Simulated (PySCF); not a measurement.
**Pt (platinum, neutral) across methods**

[Xe] 4f14 5d8 6s1 6p1, one real determinant (an excited configuration). Calculation: PySCF 2.14, in x2c-TZVPPall; scalar relativity by spin-free X2C-1e.

| method | E (hartree) | mean ε 5d β (eV) | mean ε 6s α (eV) | mean ε 6p α (eV) | Σ⟨r²⟩ (bohr²) | ⟨S²⟩ |
| --- | --- | --- | --- | --- | --- | --- |
| LDA | -18404.22 | -9.158 | -8.586 | -2.561 | 71.46 | 6.001 |
| r2SCAN | -18415.68 | -9.235 | -8.750 | -2.686 | 70.77 | 6.003 |
| UHF | -18410.02541 | -14.541 | -11.465 | -5.033 | 71.87 | 6.005 |
| PBE0 | -18415.39 | -10.569 | -9.303 | -3.207 | 71.21 | 6.001 |
| MN15 | -18428.02 | -11.583 | -9.992 | -3.568 | 70.84 | 6.001 |
| PBE | -18415.62 | -8.968 | -8.361 | -2.487 | 71.62 | 6.001 |
| PBEsol | -18410.04 | -8.951 | -8.423 | -2.489 | 71.34 | 6.001 |

Q: Estimate the same row for LC-wPBE.

A: E (hartree) = -18415.35; mean ε 5d β (eV) = -13.274; mean ε 6s α (eV) = -11.838; mean ε 6p α (eV) = -5.340; Σ⟨r²⟩ (bohr²) = 70.49; ⟨S²⟩ = 6.002.

⟨L²⟩ = 14.01 against 20 for a pure G term, so this real determinant mixes terms. Spin-orbit coupling, absent here, splits the open shell strongly.
